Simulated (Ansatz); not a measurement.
The cluster Zn2Br3. Total charge 0; doublet. Geometry PBE-D4/def2-SVP, basis def2-TZVP, Ansatz.

```csv
atom,x (Å),y (Å),z (Å)
Zn1,-0.793,0.930,0.293
Zn2,0.889,-0.887,-0.028
Br3,-1.986,2.598,1.255
Br4,2.582,-2.336,0.380
Br5,-0.692,-0.305,-1.900
```

| run | HOMO (eV) | LUMO (eV) |
| --- | --- | --- |
| A | -6.94 | -4.49 |
| B | -6.06 | -5.58 |
| C | -5.90 | -5.23 |
| D | -6.27 | -5.06 |

Another isomer (doublet) lies 0.45 eV lower at PBE0-D4/def2-TZVP; other spin states weren't run for this one.

HOMO and LUMO are taken over both spins.

The runs used LDA (SPW92), PBE, PBE0, r2SCAN. Estimate which is which.

A PBE0 (25 % exact exchange); B LDA (SPW92) (0 % exact exchange); C PBE (0 % exact exchange); D r2SCAN (0 % exact exchange). Exact exchange lowers occupied and raises empty levels; among semilocal functionals meta-GGAs tend to open the gap a little, and such runs are hard to tell apart. The gap grows from 0.48 eV (LDA (SPW92)) to 2.45 eV (PBE0).
